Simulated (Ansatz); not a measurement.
Start from `BO[SiH3]` and change one atom or group to get `CSBO[SiH3]`.

Ansatz, PBE0-D4/def2-TZVP geometries, multiplicity 1. Each molecule was computed in one conformer, which needn't be the lowest.

```tsv
property	`BO[SiH3]`
HOMO–LUMO gap (B3LYP/def2-TZVPP) / eV	7.39
HOMO energy (B3LYP/def2-TZVPP) / eV	-8.30
HOMO–LUMO gap (PBE/def2-TZVPP) / eV	5.35
size of the dipole moment (PBE/def2-TZVPP) / D	1.04
LUMO energy (ωB97M-V/def2-TZVPP) / eV	1.22
LUMO energy (B3LYP/def2-TZVPP) / eV	-0.91
```

**Question.** What does the change do to each property? (Best estimate.)

**Answer.** Ansatz gave: 
| property | `CSBO[SiH3]` | shift |
| --- | --- | --- |
| HOMO–LUMO gap (B3LYP/def2-TZVPP) / eV | 6.71 | -0.68 |
| HOMO energy (B3LYP/def2-TZVPP) / eV | -7.11 | 1.19 |
| HOMO–LUMO gap (PBE/def2-TZVPP) / eV | 5.03 | -0.32 |
| size of the dipole moment (PBE/def2-TZVPP) / D | 0.98 | -0.06 |
| LUMO energy (ωB97M-V/def2-TZVPP) / eV | 1.71 | 0.49 |
| LUMO energy (B3LYP/def2-TZVPP) / eV | -0.40 | 0.51 |

With PBE0 the HOMO rises by 1.14 eV and the LUMO rises by 0.45 eV, so the gap narrows by about 0.69 eV. PBE moves the HOMO by 0.85 eV and ωB97M-V by 1.33 eV. The zero-point energy changes by 82.6 kJ/mol with +12 modes. Dipoles are sizes alone; their direction can turn.

B3LYP here is the variant with VWN-RPA as its local correlation; programs differ in this.
